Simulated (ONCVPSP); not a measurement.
# What one change does to a pseudopotential (oxygen (O), ONCV)

* Element: O (Z = 8)
* Generator: ONCVPSP 4.0.1
* Type: optimised norm-conserving Vanderbilt (ONCV)
* Functional: PBE
* Relativity: scalar-relativistic
* Frozen core: [He]
* Valence charge: 6
* Reference configuration: 2s1.5 2p4.5
* Partial waves: 2s: rc 0.90 bohr, ncon 4, nbas 7, qcut 7.1 1/bohr, 2 projectors, debl 1.4 Ha; 2p: rc 1.10 bohr, ncon 4, nbas 8, qcut 11.4 1/bohr, 2 projectors, debl 3 Ha
* Local potential: polynomial inside 0.60 bohr (lpopt 5, dvloc0 3 Ha)
* Core correction: Teter function fitted to the true core (icmod 2), fcfact 0.35

All-electron outer shells of the reference configuration (PBE, scalar-relativistic, ld1.x):

| shell | level (eV) | outermost node (bohr) | outermost maximum (bohr) |
| --- | --- | --- | --- |
| 1s | -515.06 | – | 0.13 |
| 2s | -24.20 | 0.28 | 0.87 |
| 2p | -9.25 | – | 0.82 |

Change: p: rc 0.74.

Cutoffs: the cutoffs (Ha) at which the residual kinetic energy of the hardest occupied pseudo-wave falls to 1 and 0.1 mHa per electron; they do not see the model core or the augmentation charge, which bear on the density cutoff. Errors are all-electron minus pseudo energies relative to the spin-unpolarised reference configuration.

**Question.** Predict the effect on cutoff, ghosts and configuration errors.

**Answer.** The potential gets harder (102 Ha and 145 Ha → 102 Ha and 322 Ha); of the 4 tests that both files solve, the error grows in 0 and shrinks in 4 by more than 15 % and 0.3 meV (median size 25.9 → 17.2 meV); neither file shows a bound ghost. A smaller radius makes the pseudo-wave follow the all-electron one further in, where it bends more sharply, so more plane waves are needed. Less of the atom is replaced, so other configurations are described better.

```tsv
quantity	base	changed
cutoff, loose	102 Ha	102 Ha
cutoff, tight	145 Ha	322 Ha
loose cutoff by channel	s 102 Ha, p 46 Ha	s 102 Ha, p 69 Ha
bound ghosts	none	none
GHOST(+) flags under 300 eV	none	none
error for 2s2 2p4, meV [ΔE -7.47 eV]	+3.7	+3.1
error for 2s2 2p3, meV [ΔE 8.96 eV]	+20	+9.7
error for 2s2 2p2, meV [ΔE 42.55 eV]	+95	+39
error for 2s0 2p6, meV [ΔE 22.47 eV]	+32	+25
s: phases at 0.91 bohr within 0.05 rad from the reference energy up to (Ha; the scan ends near 5)	to the end of the scan	to the end of the scan
rms error of d²Exc/dni dnj with the model core, mHa	1.58	1.34
```
